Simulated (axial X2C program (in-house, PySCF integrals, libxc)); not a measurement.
# Levels of LaH⁻ by electron attachment to LaH (EOM-EA-CCSD)

Calculated with an in-house all-electron X2C program for linear molecules (integrals from PySCF): two-component X2C with atomic mean-field Coulomb and Gaunt terms, Gaussian nuclei, basis La dyall-cv3z, H dyall-av3z with contracted cores.

R = 2.266 Å (1.090 times 2.079 Å, the PBE0 minimum at charge 0 for the lowest determinant).

Levels of LaH⁻ obtained by attaching an electron to LaH:

| Ω | binding energy (eV) | above lowest (cm⁻¹) | attached spinor | one-particle weight |
| --- | --- | --- | --- | --- |
| 3/2 | 0.515 | 0 | 91% La dδ, 7% La dπ | 0.85 |
| 1/2 | 0.432 | 669 | 48% La dπ, 24% La pπ, 16% La pσ | 0.90 |
| 5/2 | 0.431 | 672 | 99% La dδ | 0.85 |
| 3/2 | 0.329 | 1496 | 63% La dπ, 30% La pπ | 0.89 |
| 1/2 | 0.278 | 1912 | 50% La pσ, 25% La dσ, 15% La dπ | 0.92 |
| 1/2 | -0.043 | 4501 | 69% La pπ, 22% La dπ, 7% H pπ | 0.91 |
| 3/2 | -0.096 | 4924 | 70% La pπ, 21% La dπ, 7% H pπ | 0.91 |
| 1/2 | -1.053 | 12647 | 59% La sσ, 32% H sσ | 0.96 |
| 1/2 | -1.303 | 14658 | 74% La pσ, 11% La dσ, 10% La sσ | 0.93 |

Problem. Take the first Ω = 1/2 and Ω = 3/2 rows of π character: how far apart are they, and which lies lower?

Solution. E(3/2) − E(1/2) = 1496 − 669 = 827 cm⁻¹ at EOM-EA-CCSD: regular, Ω = 1/2 lower. Splittings at this level can be off by ten to twenty per cent.

Negative binding energies belong to unbound states, resonances or levels that the basis set holds; within some tenths of an eV of zero the sign is not settled.

This point took 19 s on 1 thread of Arm Neoverse V2, with other jobs on the host.

Reference electrons by ω block (each with its −ω partner): 1/2: 19, 3/2: 8, 5/2: 2. 12 electrons of LaH correlated (inner shells frozen), 92 natural virtual spinors (a truncated set); levels can be off by some tenths of an eV. Roots sought by Ω: (1/2: 5, 3/2: 4, 5/2: 2, 7/2: 1); the list ends where they run out and leaves out roots under 60 % one-particle weight. The solver can skip a root, and states that need a further excitation, which the method places far too high, are missing though they may lie low or lowest. T1 of the reference 0.029 (Lee–Taylor). Number of frozen shells: La 4 s, 3 p, 2 d; H none. The closed-shell reference lies 0.19 eV above the lowest PBE0 determinant. Large amplitudes in the reference (orbital relaxation or multireference character) lower the reliability.
